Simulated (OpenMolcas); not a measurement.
Ag2+ with its 6 nearest fluoride ions at 2.215 Å, on the Cd site of idealised cubic KCdF3 (a = 4.302 Å, distance in the model lattice 2.151 Å). The rest of the host is ab initio model potentials to 7.6 Å, with orthogonalisation functions on the cations behind the ligands, and point charges beyond; the distance is set by hand and nothing relaxes. Ligand basis ANO-RCC-VDZP.

```yaml
Program: OpenMolcas
Method: CASSCF
Basis: ANO-RCC-VTZP [7s6p4d2f1g]
Scalar_Hamiltonian: DKH2, point nucleus
Active_space: 9 electrons in 5 orbitals (4d)
State_averaging: 2S+1 = 2 even, 5 roots
Spin-orbit_coupling: RASSI with atomic mean-field integrals over the reference wave functions
```

(1) What is the spin-free ground state (labels of O, the rotations of Oh)?

(2) Where is the first state of the same spin?

(3) What are the lowest two levels with spin-orbit coupling?

(4) What is χT at 300 K, and how does it compare with the textbook value?

(5) Which ligand-field parameters describe the states?

Results:

(1) 2E, 2-fold in its orbital part, 100 % from free-ion D terms; it has the highest spin that d9 allows.

(2) 2T2 at 9230 cm-1 above the ground state.

(3) A 4-fold level Γ8, then a 2-fold level Γ7 7931 cm-1 above it. Their leading multiplicities are 2 (100 %) and 2 (100 %).

(4) The lowest level has 2S+1 = 2, for which the spin-only value is χT = S(S+1) / 2 = 0.375 cm3 K/mol (g = 2). The computed 0.637 at 300 K differs by +0.262, through orbital momentum, spin-orbit coupling and any other state in reach.

(5) The gap between the two states is 10Dq = 9229 cm-1. 

An orbital doublet at a regular site is open to a Jahn-Teller distortion, which this geometry leaves out. With metal d orbitals alone the field can be off either way by tens of per cent. Ligand-to-metal charge-transfer states are missing. No measured value stands beside these numbers; the geometry was set by hand and not optimised.
